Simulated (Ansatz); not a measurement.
`NBC(F)F` → `F[C]F` + `BN` at 298.15 K and 1 bar (formal loss of a carbene).

Gas-phase electronic energies from Ansatz, PBE0-D4/def2-TZVP geometries. CCSD(T)/CBS is the MP2 limit (def2-TZVPP, def2-QZVPP) plus CCSD(T) − MP2 in def2-TZVPP, frozen cores. This one scheme is used for every species. Each species was taken in one conformer, which may not be the lowest.

```tsv
species	CCSD(T)/CBS energy (Eh)	H − E (kJ/mol)	S (J/(mol·K))
`NBC(F)F`	-319.57725	183.3	311.1
`F[C]F`	-237.54028	28.9	240.6
`BN`	-81.93499	137.2	228.1
```

H − E and S are ideal-gas, rigid-rotor, harmonic terms from PBE0-D4/def2-TZVP, for one conformer and one mirror image of each species. 1 Eh = 2625.50 kJ/mol, R = 8.31446 J/(mol·K).

Question: By hand: ΔE, ΔH, ΔS and ΔG.

Answer: ΔE = (-237.54028) + (-81.93499) − (-319.57725) = 0.10198 Eh = 267.7 kJ/mol. Δ(H − E) = 28.9 + 137.2 − 183.3 = -17.2, so ΔH = 250.5 kJ/mol. ΔS = 240.6 + 228.1 − 311.1 = 157.6 J/(mol·K). ΔG = 250.5 − 298.15 × (157.6)/1000 = 203.5 kJ/mol.

Question: By hand: the equilibrium constant, and the temperature at which ΔG would vanish if ΔH and ΔS stayed fixed.

Answer: log₁₀ K = −ΔG/(RT ln 10) = -35.7. ΔG = 0 at ΔH/ΔS = 1589 K.

The number of gas molecules changes by +1, which sets the sign of ΔS. A doubt of 5 kJ/mol in ΔE shifts log₁₀ K by 0.9 here. Other conformers and mirror images would add mixing entropy, several J/(mol·K) or more a flexible species. These are equilibria of isolated gas molecules and say nothing of rates. Largest T1 diagnostic: 0.017 (customary marks: 0.02 for closed shells, 0.045 for open ones).
